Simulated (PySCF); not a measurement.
# Computed spin Hamiltonian

C6H7N2 (doublet state).
Numbering: `[H]/[N:8]=[CH:7]/[C:4]([CH2:3][CH:2]=[CH2:1])[C:5]#[N:6]` (hydrogens: H9, H10 on C1; H11 on C2; H12, H13 on C3; H14 on C7; H15 on N8)

Geometry (GFN2-xTB, Å), atoms numbered from 1 in this order:
```
atom  x, y, z in Å
C1    -2.4387   -0.4026   -0.1812
C2    -1.1739   -0.6884   -0.4213
C3    -0.1604    0.3210   -0.9043
C4     0.7267    0.6194    0.2550
C5     0.3733    1.6306    1.1336
N6     0.0817    2.4846    1.8538
C7     1.8807   -0.1670    0.5146
N8     2.1956   -1.1144   -0.2871
H9    -3.1319   -1.1520    0.1611
H10   -2.8405    0.5867   -0.3280
H11   -0.7727   -1.6776   -0.2527
H12   -0.6668    1.2231   -1.2503
H13    0.4414   -0.1232   -1.6982
H14    2.4515    0.1016    1.4126
H15    3.0297   -1.6337   -0.0295
```

The hyperfine couplings belong to this conformer and change with its torsions.

Theory: UKS B3LYP, pcH-1 on C H N, non-relativistic, mean-field spin-orbit, GIAO in PySCF. One conformer (not necessarily the lowest) at the GFN2-xTB geometry, without solvent, vibrations or thermal averaging. The geometry wasn't refined by DFT: couplings that depend on bond lengths, twists or pyramidal angles can differ widely from those at the functional's own minimum. The SCF solution wasn't tested for stability. ⟨S²⟩ is 0.775 where a pure state has 0.75.

| Item | Value |
| --- | --- |
| g1, g2, g3 | 2.00218, 2.00335, 2.00485 |
| g_iso | 2.00346 |
| Form of g | rhombic: the two nearest values differ by 44 % of g3 − g1 |
| ⟨S²⟩ | 0.7747 (exact 0.7500) |
| Total energy | -342.28766 Eh |
| Basis functions | 270 |

Hyperfine couplings atom by atom, in G; T1 to T3 are the principal values of the dipolar part; ρ(0) is the spin density at the nucleus (MHz turned into gauss with g_iso; 10 G = 1 mT):

```csv
atom,isotope,a_iso,T1,T2,T3,Mulliken spin population,ρ(0) (bohr⁻³)
C1,13C,0.7,-1.2,-0.8,2.0,0.04,0.0017
C2,13C,12.7,-2.2,-1.1,3.2,0.01,0.0318
C3,13C,-6.5,-0.7,-0.1,0.8,-0.04,-0.0162
C4,13C,20.6,-19.1,-18.8,37.9,0.66,0.0514
C5,13C,-16.8,-5.7,-0.4,6.1,-0.17,-0.0420
N6,14N,2.4,-5.0,-3.8,8.8,0.29,0.0209
C7,13C,-14.8,-8.1,3.1,5.0,-0.19,-0.0369
N8,14N,4.5,-6.2,-6.0,12.2,0.38,0.0392
H9,1H,1.0,-0.7,-0.3,1.0,0.00,0.0006
H10,1H,-0.2,-0.6,0.0,0.6,0.00,-0.0001
H11,1H,-0.2,-1.3,-0.1,1.4,0.00,-0.0001
H12,1H,7.4,-1.1,-0.9,2.0,0.01,0.0047
H13,1H,6.3,-1.4,-0.4,1.8,0.01,0.0040
H14,1H,2.4,-1.6,-0.5,2.1,0.01,0.0015
H15,1H,-9.5,-7.6,-1.4,9.0,-0.01,-0.0059
```

The largest Mulliken spin populations are on C4 (+0.66), N8 (+0.38), N6 (+0.29) and C7 (-0.19). Three atoms exceed +0.15. The angles at C4 add up to 359.9°, so it is planar.

Under fast tumbling the dipolar parts average out, and these isotropic splittings remain: 1 × 1H (H15, I = 1/2, 2 lines) with 0.95 mT, 2 × 1H (H12/H13, I = 1/2, 3 lines) with 0.69 mT, 1 × 14N (N8, I = 1, 3 lines) with 0.45 mT, 1 × 14N (N6, I = 1, 3 lines) with 0.24 mT, 1 × 1H (H14, I = 1/2, 2 lines) with 0.24 mT and 1 × 1H (H9, I = 1/2, 2 lines) with 0.10 mT.

Class means assume fast exchange of nuclei equivalent by connectivity; if that motion is slow, each nucleus keeps its own coupling.

The 13C coupling of C4 (57.8 MHz) shows only in satellite lines or after enrichment, since that isotope makes up about 1.07 % of natural carbon.
